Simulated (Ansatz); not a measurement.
Mulliken charges of `[CH2]1[AlH][GaH]1` from ωB97M-V/def2-TZVPP in Ansatz (PBE0-D4/def2-TZVP geometry).

```
atom   x (Å)   y (Å)   z (Å)  charge (e)
  C1  -0.597   0.161  -0.542      -0.470
 Al2  -0.162   0.755   1.218       0.243
 Ga3   1.132  -0.873   0.031       0.090
  H4  -1.068  -0.847  -0.508       0.101
  H5  -0.962   0.663  -1.438       0.113
  H6  -0.229   2.084   2.083      -0.083
  H7   1.887  -1.942  -0.843       0.006
```

By hand: the dipole of these point charges (1 e Å = 4.8032 D).

Σ q r = (0.157, -0.166, 0.162) e Å, of length 0.280 e Å = 1.34 D.

How does the dipole of the full density compare? (Estimate.)

The calculation gave: (-0.031, 0.009, 0.057) e Å, 0.31 D; the point charges give 4.32 times that, at 81° from its direction.

Point charges leave out the atoms' own dipoles, such as those of lone pairs, and Mulliken's split depends on the basis, so the two needn't agree.
